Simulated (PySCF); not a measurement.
Compound: N-formylpiperidine, C6H11NO.
Bonds: O1–C2 (double), C2–N3, N3–C4, C4–C5, C5–C6, C6–C7, C7–C8, N3–C8. Hydrogens: H9 on C2; H10, H11 on C4; H12, H13 on C5; H14, H15 on C6; H16, H17 on C7; H18, H19 on C8.

The same species was optimised twice, with GFN2-xTB and with PBE0-D3(BJ)/def2-SVP (PySCF), and the same property calculations (PySCF, gas phase) were run on both structures.

```tsv
coordinate	GFN2-xTB	PBE0-D3(BJ)/def2-SVP	change
C2–N3 (Å)	1.340	1.359	+0.019
C4–C5 (Å)	1.531	1.525	-0.006
C7–C8 (Å)	1.528	1.524	-0.004
N3–C4 (Å)	1.441	1.444	+0.003
O1=C2 (Å)	1.208	1.210	+0.002
N3–C8 (Å)	1.447	1.448	+0.001
C5–C6 (Å)	1.527	1.526	-0.001
C6–C7 (Å)	1.527	1.526	-0.001
C4–N3–C8 (°)	114.9	116.4	+1.5
C2–N3–C4 (°)	123.9	122.6	-1.3
C5–C6–C7 (°)	109.8	110.9	+1.1
C6–C7–C8 (°)	109.9	111.0	+1.1
C4–C5–C6 (°)	109.8	110.7	+0.9
N3–C4–C5 (°)	110.2	110.9	+0.7
N3–C8–C7 (°)	110.2	110.6	+0.4
O1–C2–N3 (°)	125.6	125.7	+0.1
O1–C2–N3–C4 (°)	-176	-176	0
```

Rotational constants: A = 3872, B = 1600, C = 1280 MHz (GFN2-xTB) against A = 3862, B = 1578, C = 1256 MHz (PBE0-D3(BJ)/def2-SVP). Point groups within 0.08 Å: C1 and C1.

On the GFN2-xTB structure: HOMO (eV) -6.95 [PBE0/pcSseg-1]; LUMO (eV) 0.80 [PBE0/pcSseg-1]; dipole (D) 4.24 [PBE0/pcSseg-1]; GIAO shielding of O1 (ppm) -70.9 [PBE0/pcSseg-1]; GIAO shielding of C2 (ppm) 26.3 [PBE0/pcSseg-1]; GIAO shielding of N3 (ppm) 124.0 [PBE0/pcSseg-1]; GIAO shielding of C4/C8 (mean) (ppm) 140.8 [PBE0/pcSseg-1]; GIAO shielding of C5/C7 (mean) (ppm) 156.1 [PBE0/pcSseg-1]; GIAO shielding of C6 (ppm) 157.3 [PBE0/pcSseg-1].

Q: What do these properties become on the PBE0-D3(BJ)/def2-SVP structure?

A: 
```csv
property,level,on GFN2-xTB,on PBE0-D3(BJ)/def2-SVP,change
HOMO (eV),PBE0/pcSseg-1,-6.95,-6.96,-0.01
LUMO (eV),PBE0/pcSseg-1,0.80,0.72,-0.08
dipole (D),PBE0/pcSseg-1,4.24,4.16,-0.08
"energy, GFN2-xTB geometry as zero (kcal/mol)",PBE0/pcSseg-1,0.0,-0.7,-0.7
GIAO shielding of O1 (ppm),PBE0/pcSseg-1,-70.9,-78.5,-7.6
GIAO shielding of C2 (ppm),PBE0/pcSseg-1,26.3,23.8,-2.5
GIAO shielding of N3 (ppm),PBE0/pcSseg-1,124.0,121.4,-2.6
GIAO shielding of C4/C8 (mean) (ppm),PBE0/pcSseg-1,140.8,140.8,0.0
GIAO shielding of C5/C7 (mean) (ppm),PBE0/pcSseg-1,156.1,156.0,-0.1
GIAO shielding of C6 (ppm),PBE0/pcSseg-1,157.3,157.0,-0.3
```

The heavy atoms differ by 0.026 Å rms after alignment. Among bonds between heavy atoms C2–N3 changes most (+0.019 Å). Changes are differences of the printed values. Neither structure is proved a minimum here.
